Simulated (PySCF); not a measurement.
## How methods differ on the ionisation energy of As⁺

As⁺ [Ar] 3d10 4s2 4p2 (3P) → As²⁺ [Ar] 3d10 4s2 4p1 (2P), as a difference of total energies. All numbers are calculated (PySCF 2.14, the spin-free X2C one-electron Hamiltonian (Gaussian nucleus), in ANO-RCC-VTZP (6s5p3d1f, 43 functions)). Correlated levels: valence: [Ar] 3d10 frozen. The calculations carry no spin-orbit coupling.

```tsv
method	ionisation energy (eV)	difference from reference (eV)
UHF	17.987	-0.602
MP2 (valence)	18.353	-0.236
SCS-MP2 (valence)	18.278	-0.311
CCSD (valence)	18.384	-0.205
CCSD(T) (valence)	18.407	-0.182
CCSDT (valence)	18.413	-0.176
```

Reference: 18.589 eV (measured; NIST Atomic Spectra Database, ionization energies).

The reference lies between the lowest fine-structure levels, while these numbers refer to the centres of the terms.

Errors of the correlated levels include the incompleteness of this basis and the frozen core.
